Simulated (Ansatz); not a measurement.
Reaction (hydrogenolysis of a C–Sn bond): `CO[C](=N)[SnH3]` + H₂ → `COC=N` + `[SnH4]`

Calculated with Ansatz (gas phase, PBE0-D4/def2-TZVP geometries, no zero-point term in ΔE). CCSD(T)/CBS adds triple-zeta CCSD(T) − MP2 to the extrapolated MP2 energy (def2 sets, frozen cores). This one scheme is used for every species. Functionals use def2-TZVPP. def2 core potentials past Kr. For Sn outer-core shells are correlated without core-valence functions, which leaves a few kJ/mol of doubt a bond. One conformer a species, not always the lowest.

`CO[C](=N)[SnH3]`:

```xyz
12

C     1.772   -1.045    0.061
O     0.865    0.005    0.348
C    -0.373   -0.074   -0.195
N    -0.841   -0.978   -0.940
Sn   -1.598    1.614    0.360
H     2.694   -0.797    0.582
H     1.396   -2.005    0.427
H     1.970   -1.116   -1.012
H    -0.182   -1.730   -1.142
H    -3.125    1.419   -0.360
H    -1.730    1.664    2.059
H    -0.847    3.043   -0.191
```

H₂:

```xyz
2

H    -0.248   -0.274    0.051
H     0.248    0.274   -0.051
```

`COC=N`:

Cartesian coordinates in Å:
```
C -1.007 0.505 0.629
O -0.648 -0.703 -0.029
C 0.577 -0.734 -0.549
N 1.386 0.230 -0.476
H -2.024 0.356 0.987
H -0.331 0.704 1.462
H -0.961 1.348 -0.062
H 0.748 -1.701 -1.028
H 2.260 -0.004 -0.935
```

`[SnH4]`:

Cartesian coordinates in Å:
```
Sn 0.000 0.000 0.000
H 0.291 0.889 1.424
H 0.106 1.036 -1.349
H -1.558 -0.686 0.068
H 1.161 -1.239 -0.143
```

```tsv
species	B2PLYP energy (Eh)
`CO[C](=N)[SnH3]`	-424.35425
H₂	-1.16991
`COC=N`	-209.09942
`[SnH4]`	-216.44814
```

Work out ΔE.

ΔE = (-209.09942) + (-216.44814) − (-424.35425) − (-1.16991) = -0.02340 Eh = -61.4 kJ/mol. CCSD(T)/CBS gives -51.2 kJ/mol.

Largest T1 diagnostic among the species: 0.014.

In def2-TZVPP, CCSD(T) changes the Hartree–Fock value by +34.9 kJ/mol (the triples alone add +7.5 kJ/mol) and MP2 by +41.8 kJ/mol. From PBE to PBE0 (25 % exact exchange), in def2-TZVPP and without D4, ΔE moves by −8.2 kJ/mol.
